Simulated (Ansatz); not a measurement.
One change: `[NH2][Mo]([NH2])(=[O])=[S]` becomes `[NH2][W]([NH2])(=[O])=[S]`.

Ansatz, PBE0-D4/def2-TZVP geometries, multiplicity 1. Each molecule was computed in one conformer, which needn't be the lowest.

Elements past krypton have def2 core potentials.

```csv
property,`[NH2][Mo]([NH2])(=[O])=[S]`
size of the dipole moment (ωB97M-V/def2-TZVPP) / D,3.89
HOMO–LUMO gap (B3LYP/def2-TZVPP) / eV,4.46
HOMO energy (PBE0/def2-TZVPP) / eV,-7.35
size of the dipole moment (PBE/def2-TZVPP) / D,3.93
size of the dipole moment (B3LYP/def2-TZVPP) / D,3.93
HOMO energy (PBE/def2-TZVPP) / eV,-6.12
```

Question: Give the same properties after the change, and the shifts. (An estimate is asked.)

Answer: The calculation gave: 
```json
{"property": "size of the dipole moment (ωB97M-V/def2-TZVPP) / D", "`[NH2][W]([NH2])(=[O])=[S]`": "4.35", "shift": "0.46"}
{"property": "HOMO–LUMO gap (B3LYP/def2-TZVPP) / eV", "`[NH2][W]([NH2])(=[O])=[S]`": "4.90", "shift": "0.44"}
{"property": "HOMO energy (PBE0/def2-TZVPP) / eV", "`[NH2][W]([NH2])(=[O])=[S]`": "-7.30", "shift": "0.05"}
{"property": "size of the dipole moment (PBE/def2-TZVPP) / D", "`[NH2][W]([NH2])(=[O])=[S]`": "4.29", "shift": "0.36"}
{"property": "size of the dipole moment (B3LYP/def2-TZVPP) / D", "`[NH2][W]([NH2])(=[O])=[S]`": "4.34", "shift": "0.41"}
{"property": "HOMO energy (PBE/def2-TZVPP) / eV", "`[NH2][W]([NH2])(=[O])=[S]`": "-6.07", "shift": "0.05"}
```

With PBE0 the HOMO rises by 0.05 eV and the LUMO rises by 0.52 eV, so the gap widens by about 0.47 eV. PBE moves the HOMO by 0.05 eV and ωB97M-V by 0.00 eV. Dipoles are sizes alone; their direction can turn.

B3LYP here is the variant with VWN-RPA as its local correlation; programs differ in this.
